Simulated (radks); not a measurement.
Results of a calculation; reference values are marked as such.
Initial-state core-level shifts of the terbium ion Tb3+ when its valence configuration changes from [Xe] 4f8. Code: a radial shooting solver on a logarithmic mesh with Libxc functionals. Model: scalar-relativistic Kohn-Sham, SCAN, spin-polarised, spherical densities, finite nucleus; open shells are filled with parallel spins first (spin-orbit coupling, left out, can overturn this in heavy ions); meta-GGA in the generalised Kohn-Sham scheme; Fermi nuclear charge, rms radius 5.06 fm. Shifts are changes of the shell-averaged eigenvalues in eV (positive: less bound); the change of the density at the nucleus, which sets a Mossbauer isomer shift, is in e/bohr^3, on a base of 7.2e+05.

| valence | 3p | 3d | 4p | 4d | density at nucleus |
|---|---|---|---|---|---|
| 4f7 6p1 | -13.782 | -13.713 | -12.882 | -12.518 | +40.76 |
| 4f7 5d1 | -9.273 | -9.180 | -8.390 | -8.016 | +34.43 |
| 4f6 5d2 | -20.284 | -20.075 | -18.070 | -17.257 | +77.35 |
| 4f5 5d2 6s1 | -35.968 | -35.661 | -31.944 | -30.648 | +216.76 |
| 4f6 6p2 | -29.711 | -29.554 | -27.373 | -26.567 | +94.34 |
| 4f7.5 5d0.5 | -4.510 | -4.465 | -4.111 | -3.932 | +16.70 |
